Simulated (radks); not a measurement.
Trend from K4+ to Kr4+: ionisation energy by Delta-SCF between NIST ground configurations, and size. Calculated with a radial shooting solver on a logarithmic mesh with Libxc functionals: Dirac Kohn-Sham, PBEsol, spin-unpolarised, spherical densities, finite nucleus; open shells are shared between the two j in proportion to 2j + 1; Fermi nuclear charge, rms radius of each element as measured or else 0.836 A^(1/3) + 0.57 fm.

species      configuration  configuration of the ion  IE (eV)  NIST (eV)       kind   -e(HOMO) (eV)  outermost  <r> outermost (bohr)
K4+           [Ne] 3s2 3p3              [Ne] 3s2 3p2   80.111       82.7  semi-emp.  71.248 (3p3/2)      3p3/2                  1.24
Ca4+          [Ne] 3s2 3p4              [Ne] 3s2 3p3   86.603       84.3  semi-emp.  77.154 (3p3/2)      3p3/2                  1.16
Sc4+          [Ne] 3s2 3p5              [Ne] 3s2 3p4   93.110      91.95  semi-emp.  83.083 (3p3/2)      3p3/2                  1.09
Ti4+                  [Ar]              [Ne] 3s2 3p5   99.652      99.30       exp.  89.049 (3p3/2)      3p3/2                  1.03
V4+               [Ar] 3d1                      [Ar]   65.186     65.282       exp.  55.103 (3d5/2)      3d5/2                  1.08
Cr4+              [Ar] 3d2                  [Ar] 3d1   68.339      69.46  semi-emp.  57.906 (3d5/2)      3d5/2                  1.02
Mn4+              [Ar] 3d3                  [Ar] 3d2   71.400       72.4  semi-emp.  60.618 (3d5/2)      3d5/2                 0.968
Fe4+              [Ar] 3d4                  [Ar] 3d3   74.379       75.0  semi-emp.  63.251 (3d5/2)      3d5/2                 0.921
Co4+              [Ar] 3d5                  [Ar] 3d4   77.286       79.5  semi-emp.  65.813 (3d5/2)      3d5/2                 0.879
Ni4+              [Ar] 3d6                  [Ar] 3d5   80.126       76.1  semi-emp.  68.310 (3d5/2)      3d5/2                 0.841
Cu4+              [Ar] 3d7                  [Ar] 3d6   82.907         80  semi-emp.  70.748 (3d5/2)      3d5/2                 0.806
Zn4+              [Ar] 3d8                  [Ar] 3d7   85.634         83  semi-emp.  73.132 (3d5/2)      3d5/2                 0.774
Ga4+              [Ar] 3d9                  [Ar] 3d8   88.309       86.0  semi-emp.  75.466 (3d5/2)      3d5/2                 0.745
Ge4+             [Ar] 3d10                  [Ar] 3d9   90.938      90.50       exp.  77.752 (3d5/2)      3d5/2                 0.718
As4+         [Ar] 3d10 4s1                 [Ar] 3d10   63.240       62.8       exp.  56.868 (4s1/2)      4s1/2                  1.67
Se4+         [Ar] 3d10 4s2             [Ar] 3d10 4s1   68.536       68.3  semi-emp.  61.740 (4s1/2)      4s1/2                  1.59
Br4+     [Ar] 3d10 4s2 4p1             [Ar] 3d10 4s2   58.778      59.60       exp.  52.058 (4p3/2)      4p3/2                  1.70
Kr4+     [Ar] 3d10 4s2 4p2         [Ar] 3d10 4s2 4p1   63.309       64.7  semi-emp.  56.145 (4p3/2)      4p3/2                  1.60

Reference values: NIST Atomic Spectra Database (exp. = measured, semi-emp. = semi-empirical, theory = theoretical value adopted there). Spin polarisation and multiplet splitting are left out, so open shells lie too high by an amount that depends on their filling. Sharing an open shell by 2j + 1 raises it above the true ground level by a part of the spin-orbit splitting, which enters the differences from NIST.

Beside tabulated values, note that spin-unpolarised runs miss the spin-polarisation part of the exchange energy of open shells.
